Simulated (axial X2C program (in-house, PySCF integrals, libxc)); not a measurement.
Ionising NbF

All values come from calculations with an in-house all-electron X2C program for linear molecules (integrals from PySCF), spin-free (one-electron X2C) or two-component (2c: spin–orbit coupling with atomic mean-field Coulomb and Gaunt terms, which also bring small scalar terms), in Dyall basis sets with cores contracted in-house; open shells are unrestricted.

Basis sets: F dyall-av3z, Nb dyall-cv3z. Frozen shells (counts by l): NbF Nb 4s3p1d, F 1s, 12 electrons correlated; NbF⁺ Nb 4s3p1d, F 1s, 11 electrons correlated. Coupled cluster in natural virtuals with an MP2 remainder. Where the outer core of a metal is frozen, bonds come out longer and ionisation energies lower.

```csv
Hamiltonian,level,NbF state,Re (Å),ωe (cm⁻¹),De (eV)
spin-free,HF,"M_S = 2, Λ = 1",1.903,636.9,3.83
spin-free,PBE0,"M_S = 2, Λ = 1",1.871,658.7,5.66
spin-free,MP2,"M_S = 2, Λ = 1",1.894,636.9,6.04
spin-free,CCSD,"M_S = 2, Λ = 1",1.896,640.1,5.62
spin-free,CCSD(T),"M_S = 2, Λ = 1",1.897,639.8,5.78
2c,HF,Ω = 1,1.903,636.8,n/a
2c,PBE0,Ω = 1,1.871,658.6,n/a
2c,MP2,Ω = 1,1.894,636.7,n/a
2c,CCSD,Ω = 1,1.896,639.9,n/a
2c,CCSD(T),Ω = 1,1.897,639.7,n/a
```

Adiabatic ionisation energy (minimum to minimum, no zero-point term) and constants of NbF⁺:

| Hamiltonian | level | NbF⁺ state | IE (eV) | Re (Å) | ωe (cm⁻¹) | De (eV) | fragments |
| --- | --- | --- | --- | --- | --- | --- | --- |
| spin-free | HF | M_S = 3/2, Λ = 0 | 6.70 | 1.823 | 677.8 | 3.12 | Nb+ + F |
| spin-free | PBE0 | M_S = 3/2, Λ = 0 | 7.29 | 1.782 | 750.4 | 5.26 | Nb+ + F |
| spin-free | MP2 | M_S = 3/2, Λ = 0 | 6.95 | 1.806 | 706.3 | 5.55 | Nb+ + F |
| spin-free | CCSD | M_S = 3/2, Λ = 0 | 7.08 | 1.810 | 706.7 | 5.07 | Nb+ + F |
| spin-free | CCSD(T) | M_S = 3/2, Λ = 0 | 7.05 | 1.810 | 708.9 | 5.30 | Nb+ + F |
| 2c | HF | Ω = 3/2 | 6.73 | 1.824 | 676.6 | n/a | Nb+ + F |
| 2c | PBE0 | Ω = 3/2 | 7.32 | 1.783 | 749.6 | n/a | Nb+ + F |
| 2c | MP2 | Ω = 3/2 | 6.98 | 1.807 | 704.0 | n/a | Nb+ + F |
| 2c | CCSD | Ω = 3/2 | 7.11 | 1.811 | 704.7 | n/a | Nb+ + F |
| 2c | CCSD(T) | Ω = 3/2 | 7.08 | 1.811 | 706.9 | n/a | Nb+ + F |

(1) Add the zero-point terms to the ionisation energy at CCSD(T), 2c, and say whether the electron removed was bonding.

Each entry is the lowest single determinant of a limited PBE0 search at one distance. De goes to single-determinant-based atoms at the same level (for ions the charge split of lowest energy) and is withheld (n/a) where an atom does not fit its ground term or J level. Main or longest-lived isotopes. One determinant is a doubtful description, or other states lie close, for NbF, NbF⁺; these need not be ground states, and all values refer to the states named. Some open-shell Ω = 0 determinants are out of reach, so the Ω given for NbF need not be the lowest component. With several unpaired electrons the Ω given is that of one determinant, not necessarily of the lowest component. The functionals have no current term, which raises determinants with orbital currents.

## Answers

(1) IE0 = IE + (ωe⁺ − ωe)/2 = 7.08 + (0.004) = 7.08 eV. Re changes by -0.086 Å, so the bond shortens, as on loss of an antibonding or a polarising non-bonding electron.
